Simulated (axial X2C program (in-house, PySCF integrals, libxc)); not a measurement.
## Br₂⁺ along the bond: LDA, with spin–orbit coupling

All values were computed with an in-house all-electron X2C program for linear molecules (integrals from PySCF). Two-component (2c) means X2C with spin–orbit coupling and atomic mean-field two-electron Coulomb and Gaunt terms. Basis: Br dyall-cv3z [8s9p6d4f1g] (cores contracted in-house); Gaussian nuclei, density fitting, unrestricted open shells. Masses: Br 78.918 u.

State: Ω = 3/2 (⟨Sz⟩ = 0.50, ⟨Lz⟩ = 1.00 at LDA).

Results along the bond:

| R (Å) | HOMO (eV) | LUMO (eV) |
| --- | --- | --- |
| 1.909 | -13.64 | -13.26 |
| 1.996 | -13.80 | -13.43 |
| 2.062 | -13.90 | -13.53 |
| 2.128 | -14.00 | -13.63 |
| 2.194 | -14.08 | -13.72 |
| 2.271 | -14.17 | -13.80 |
| 2.348 | -14.24 | -13.88 |
| 2.446 | -14.31 | -13.95 |
| 2.567 | -14.38 | -14.02 |
| 2.743 | -14.43 | -14.08 |

One determinant describes the state; a PBE0 search over occupations chose it and may have missed a lower one. Density functionals use the spin component along the axis (collinear). Without a current term, density functionals place determinants with orbital angular momentum somewhat too high.
